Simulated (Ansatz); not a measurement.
# Relaxing a trial structure of FGa2H3O

The starting geometry of this gas-phase singlet was optimised with GFN2-xTB.

```yaml
atoms:
  - { symbol: F, position_ang: [-0.4996, 1.2008, 0.9293] }
  - { symbol: Ga, position_ang: [0.1587, -0.1126, -0.8043] }
  - { symbol: Ga, position_ang: [-1.0769, 2.1219, 2.4589] }
  - { symbol: O, position_ang: [1.8390, 0.1894, -0.8851] }
  - { symbol: H, position_ang: [-0.8148, 0.5505, -1.8033] }
  - { symbol: H, position_ang: [-0.1271, -1.4217, -0.0557] }
  - { symbol: H, position_ang: [2.5902, 0.6601, -1.2282] }
```

Question: Predict what it relaxes into with r2SCAN-D4/def2-SVP.

Answer: New bonds form, giving a structure with F1 bridging Ga2 and Ga3, given below by its coordinates. Distances that change by over a tenth: Ga2–O4 (1.71 → 1.94 Å). Contacts that close: F1–Ga2 (2.27 → 1.92 Å), Ga3–O4 (4.84 → 2.02 Å).

The energy falls by 1.52 eV over 22 steps:

```tsv
step	E − E(last) (eV)
1	1.518
3	1.324
6	1.114
8	1.021
10	0.833
13	0.270
15	0.064
17	0.010
20	0.000
22	0.000
```

Final geometry (Å):

```
atom    x (Å)    y (Å)    z (Å)
   F  -1.0057   0.9607   0.6470
  Ga  -0.2198  -0.1251  -0.7315
  Ga   0.5714   1.9675   1.4232
   O   1.3365   0.8056  -0.0350
   H  -0.6343   0.4674  -2.1122
   H  -0.2291  -1.6065  -0.2469
   H   2.2504   0.7187  -0.3330
```

Frequencies at the end are all real (lowest 82 cm⁻¹). Run with Ansatz 0.2.0, 27 s on 2 threads of Intel(R) Xeon(R) 6975P-C (Granite Rapids), with other jobs on the host.
